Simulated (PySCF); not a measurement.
Symmetry of computed structures. Method used: PBE0/pcSseg-1 in PySCF (dipole) on a GFN2-xTB geometry, gas phase. The symmetry is that of the one conformer found, every atom within 0.08 Å of its image; none is proved a minimum here.

Problem. What symmetry has `[F:1][SiH2:2][CH2:3][Cl:4]` with F1–Si2–C3–Cl4 180°?

Solution. Cs; near-prolate asymmetric top; symmetry number 1; 2 operations, which sort the 8 atoms into 6 sets; dipole 0.24 D, in the ab plane, which is the mirror; heavy atoms equivalent by symmetry: none.

Problem. What symmetry has `[CH:1]#[C:2][C:3](=[O:4])[C:5]([CH3:6])([CH3:7])[CH2:8][F:9]` with C2–C3–C5–C6 -60°, C3–C5–C8–F9 180°?

Solution. Cs; asymmetric top; symmetry number 1; 2 operations, which sort the 18 atoms into 13 sets; dipole 2.96 D, in the ab plane, which is the mirror.

Problem. What symmetry has `[O:1]=[C:2]([C:3]([F:4])([F:5])[F:6])[C:7]([F:8])([F:9])[F:10]`?

Solution. C2; asymmetric top; symmetry number 2; 2 operations, which sort the 10 atoms into 6 sets; this conformer is chiral (no improper operation); dipole 0.36 D, along b, the twofold axis; A, B, C = 2173, 1048, 938.9 MHz; heavy atoms equivalent by symmetry: C3/C7, F4/F9, F5/F8, F6/F10.

Problem. Point group, rotor type and polarity of `O=C1[C@H]2CC[C@]1(F)CC2`?

Solution. Cs; asymmetric top; symmetry number 1; 2 operations, which sort the 18 atoms into 12 sets; dipole 4.04 D, in the ab plane, which is the mirror; A, B, C = 2180, 1821, 1629 MHz.
